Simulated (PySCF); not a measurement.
Input file for PySCF: R-M06-2X/def2-TZVPP on C2H6Ge (SMILES C=[CH][GeH3]), a point of a torsion scan.

```python
from pyscf import gto, dft

mol = gto.M(
    atom='''
    C     1.55386381   -0.14191949   -0.28017661
    C     0.55432724    0.05053998    0.56518778
    Ge   -1.31916534    0.07585431    0.04790826
    H     1.37859190   -0.26821762   -1.33763332
    H     2.58644492   -0.17197158    0.03469367
    H     0.77260941    0.17448441    1.61926744
    H    -1.98306319   -1.22943325    0.35181929
    H    -1.46132930    0.31951184   -1.41826250
    H    -2.06699810    1.13701535    0.78806842
    ''',
    basis='def2-tzvpp',
    charge=0, spin=0, verbose=4, max_memory=1800)
mf = dft.RKS(mol, xc='m062x').density_fit(auxbasis='def2-universal-jkfit')
mf.grids.level = 4
mf.conv_tol = 1e-9
mf.max_cycle = 150
mf.kernel()
mf.dip_moment()
```

The log:

```
PySCF version 2.14.0

[INPUT] verbose = 4
[INPUT] num. atoms = 9
[INPUT] num. electrons = 50
[INPUT] charge = 0
[INPUT] spin (= nelec alpha-beta = 2S) = 0
[INPUT] symmetry False subgroup None
[INPUT] Mole.unit = angstrom
[INPUT] Symbol           X                Y                Z      unit          X                Y                Z       unit  Magmom
[INPUT]  1 C      1.553863810000  -0.141919490000  -0.280176610000 AA    2.936377035773  -0.268188967838  -0.529457059409 Bohr   0.0
[INPUT]  2 C      0.554327240000   0.050539980000   0.565187780000 AA    1.047526666986   0.095506720541   1.068050113151 Bohr   0.0
[INPUT]  3 Ge    -1.319165340000   0.075854310000   0.047908260000 AA   -2.492861205619   0.143343871268   0.090533490504 Bohr   0.0
[INPUT]  4 H      1.378591900000  -0.268217620000  -1.337633320000 AA    2.605161128544  -0.506857843583  -2.527760629893 Bohr   0.0
[INPUT]  5 H      2.586444920000  -0.171971580000   0.034693670000 AA    4.887672535073  -0.324979187409   0.065561534556 Bohr   0.0
[INPUT]  6 H      0.772609410000   0.174484410000   1.619267440000 AA    1.460020186162   0.329727747906   3.059971984026 Bohr   0.0
[INPUT]  7 H     -1.983063190000  -1.229433250000   0.351819290000 AA   -3.747446316806  -2.323292130934   0.664842103439 Bohr   0.0
[INPUT]  8 H     -1.461329300000   0.319511840000  -1.418262500000 AA   -2.761512154802   0.603789871156  -2.680127697741 Bohr   0.0
[INPUT]  9 H     -2.066998100000   1.137015350000   0.788068420000 AA   -3.906060308996   2.148647610926   1.489233481219 Bohr   0.0

nuclear repulsion = 173.955879574326
number of shells = 74
number of NR pGTOs = 288
number of NR cGTOs = 194
basis = def2-tzvpp
ecp = {}


******** <class 'pyscf.df.df_jk.DFRKS'> ********
method = DFRKS
initial guess = minao
damping factor = 0
level_shift factor = 0
DIIS = <class 'pyscf.scf.diis.CDIIS'>
diis_start_cycle = 1
diis_space = 8
diis_damp = 0
SCF conv_tol = 1e-09
SCF conv_tol_grad = None
SCF max_cycles = 150
direct_scf = False
XC library pyscf.dft.libxc version 7.1.2
    S. Lehtola, C. Steigemann, M. J. T. Oliveira, and M. A. L. Marques,  SoftwareX 7, 1–5 (2018)
XC functionals = m062x
    Y. Zhao and D. G. Truhlar,  Theor. Chem. Acc. 120, 215 (2008)
    Y. Zhao and D. G. Truhlar,  Theor. Chem. Acc. 120, 215 (2008)
radial grids:
    Treutler-Ahlrichs [JCP 102, 346 (1995); DOI:10.1063/1.469408] (M4) radial grids

becke partition: Becke, JCP 88, 2547 (1988); DOI:10.1063/1.454033
pruning grids: <function nwchem_prune>
grids dens level: 4
symmetrized grids: False
atomic radii adjust function: <function treutler_atomic_radii_adjust>
small_rho_cutoff = 0
Set gradient conv threshold to 3.16228e-05
Initial guess from minao.
tot grids = 181656
******** <class 'pyscf.df.df.DF'> ********
auxbasis = def2-universal-jkfit
init E= -2156.31245388813
  HOMO = -0.314447149034941  LUMO = -0.0568026024207668  gap/eV = 7.01087
cycle= 1 E= -2156.74102683569  delta_E= -0.429  |g|= 0.453  |ddm|= 2.13
  HOMO = -0.303838406745808  LUMO = 0.0412714694276382  gap/eV = 9.39092
cycle= 2 E= -2156.7490767359  delta_E= -0.00805  |g|= 0.429  |ddm|= 0.425
  HOMO = -0.338001635213946  LUMO = 0.0195009065666341  gap/eV = 9.72814
cycle= 3 E= -2156.76717416223  delta_E= -0.0181  |g|= 0.0191  |ddm|= 0.203
  HOMO = -0.33679259805287  LUMO = 0.0219237665492251  gap/eV = 9.76117
cycle= 4 E= -2156.76728306036  delta_E= -0.000109  |g|= 0.00625  |ddm|= 0.0294
  HOMO = -0.336672508559598  LUMO = 0.021862889459495  gap/eV = 9.75625
cycle= 5 E= -2156.76728859048  delta_E= -5.53e-06  |g|= 0.00448  |ddm|= 0.00663
  HOMO = -0.336658213231541  LUMO = 0.0218430025909839  gap/eV = 9.75531
cycle= 6 E= -2156.76729355949  delta_E= -4.97e-06  |g|= 0.000543  |ddm|= 0.00291
  HOMO = -0.336711202959147  LUMO = 0.0218253164445557  gap/eV = 9.75628
cycle= 7 E= -2156.76729363824  delta_E= -7.87e-08  |g|= 0.000157  |ddm|= 0.000654
  HOMO = -0.336674790036959  LUMO = 0.0218559462834591  gap/eV = 9.75612
cycle= 8 E= -2156.76729364416  delta_E= -5.92e-09  |g|= 4.61e-05  |ddm|= 0.000159
  HOMO = -0.336683557951879  LUMO = 0.0218477450772561  gap/eV = 9.75613
cycle= 9 E= -2156.76729364484  delta_E= -6.81e-10  |g|= 6.31e-06  |ddm|= 6.32e-05
  HOMO = -0.336682114669131  LUMO = 0.0218491386421817  gap/eV = 9.75613
Extra cycle  E= -2156.76729364485  delta_E= -1.18e-11  |g|= 5.42e-06  |ddm|= 1.18e-05
converged SCF energy = -2156.76729364485
Dipole moment(X, Y, Z, Debye):  0.51748, -0.01800,  0.09446
```

The calculation finished and met its thresholds.

Cost: very roughly 60 core-seconds.
